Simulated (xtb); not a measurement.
Harmonic IR lines of one isomer of CHGeNO, unscaled. These are GFN2-xTB in xtb 6.7.1 values and carry that method's errors.

wavenumber (cm⁻¹): 118 (vw), 247 (w), 405 (s), 413 (vs), 491 (vs), 597 (s), 2123 (m), 3615 (w)

Q: Name which structure gives these lines.
A) `N#[C][Ge][OH]` (lower singlet)
B) `[C-]#[N+][Ge][OH]` (excited triplet)
C) `[C-]#[N+][Ge][OH]` (lower singlet)
D) `N#[C][Ge][OH]` (excited triplet)

A: C, `[C-]#[N+][Ge][OH]` (lower singlet)
